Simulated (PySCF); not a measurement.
**Removal energies of Ne(6+) from EOM-IP-GCCSD**

Reference: closed-shell Ne(6+), [He] 2s2; one electron is removed. Calculated with PySCF 2.14, two-component X2C-1e with screened spin-orbit coupling, an even-tempered Gaussian basis (18 s from 0.11 bohr⁻², ratio 2.6; 11 p from 0.15 bohr⁻², ratio 2.6; 8 d from 0.15 bohr⁻², ratio 2.8; 4 f from 4.3 bohr⁻², ratio 2.8); frozen nothing; the 28 highest virtual spinors dropped; of the others 56 kept and the rest restored at second order. No Breit or QED terms. Binding energies in eV.

```
level  Koopmans  second order  EOM-CCSD
2s1/2    204.10        205.94    207.31
```

For comparison, the ionisation energy of Ne(6+) is 207.27 eV (measured; NIST Atomic Spectra Database, ionization energies).

The screened spin-orbit operator tends to give fine-structure splittings of light species too large.
